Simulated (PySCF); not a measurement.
Isomers of C5H8FO2S (doublet state), one GFN2-xTB conformer each. Single-point energies are computed at B3LYP/pcH-1 (PySCF, gas phase, no added dispersion term), electronic only. GFN2-xTB treats the open shell by occupation alone, and not every SCF solution was tested for stability.

```json
{"SMILES": "O=S1(=O)[CH]CC[C@@H]1CF", "GFN2-xTB relative energy (kJ/mol)": "9.4"}
{"SMILES": "[CH2][C@@](F)(SC)C(=O)OC", "GFN2-xTB relative energy (kJ/mol)": "0.0"}
```

Conformers: `[O:1]=[S:2]1(=[O:3])[CH:4][CH2:5][CH2:6][C@@H:7]1[CH2:8][F:9]` (doublet state) with C6–C7–C8–F9 64°, O1–S2–C4–C5 124°, S2–C4–C5–C6 18°, C4–C5–C6–C7 -42°, C5–C6–C7–C8 162°; `[CH2:1][C@@:2]([F:3])([S:4][CH3:5])[C:6](=[O:7])[O:8][CH3:9]` (doublet state) with H–C1–C2–F3 168° and -22°, C1–C2–S4–C5 -79°, C1–C2–C6–O7 -26°, C2–C6–O8–C9 178°.

Problem. What does B3LYP/pcH-1 give for the same structures?

Solution. 
| SMILES | B3LYP/pcH-1 E (Eh) | B3LYP/pcH-1 (kJ/mol) | GFN2-xTB (kJ/mol) | point group |
| --- | --- | --- | --- | --- |
| [CH2][C@@](F)(SC)C(=O)OC | -843.79167 | 0.0 | 0.0 | C1 |
| O=S1(=O)[CH]CC[C@@H]1CF | -843.72106 | 185.4 | 9.4 | C1 |

Both levels put the same isomer lowest.
